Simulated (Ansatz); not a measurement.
The cluster Si5W4, relaxed as a singlet with RKS PBE-D4/def2-SVP in Ansatz, starting from the GFN1-xTB geometry. Force threshold 0.03 eV/Å.

In the def2 sets W takes a core potential; there is no spin–orbit coupling. The restricted singlet is unstable towards broken spin symmetry in Hartree–Fock (as tested in another run); at PBE-D4/def2-SVP this wasn't settled. The structure comes from a short search, and lower isomers may exist.

Start:

```xyz
9

W    -0.914   -2.197   -0.803
W     1.064   -1.649    0.811
W     0.956   -0.557   -1.751
W    -1.651    0.259   -1.308
Si    2.098    0.635    0.193
Si   -1.362   -0.674    1.147
Si    0.384    1.841   -1.084
Si   -1.172    1.773    0.737
Si    0.596    0.569    2.058
```

```tsv
step	energy (eV)	largest force component (eV/Å)	SCF passes
1	-46663.5364	3.664	46
2	-46664.4766	1.236	42
3	-46664.5722	0.317	34
4	-46664.5966	0.370	35
5	-46664.6060	0.203	35
6	-46664.6085	0.036	31
7	-46664.6091	0.030	31
```

Force components are those of the run's own axes.

End:

```xyz
9

W    -0.750   -1.997   -0.836
W     0.974   -1.629    0.814
W     0.958   -0.532   -1.721
W    -1.646    0.213   -1.224
Si    2.063    0.539    0.187
Si   -1.359   -0.654    1.162
Si    0.314    1.770   -1.153
Si   -1.171    1.768    0.699
Si    0.618    0.522    2.072
```

By distances, no bond broke or formed. The bond that changes most is W1–W3, from 2.66 to 2.42 Å (atoms count from 1).

No frequencies were taken in this run, so the end may be a saddle point.

Hardware: 4 threads of Intel Xeon on a shared host. Wall time 75 s.
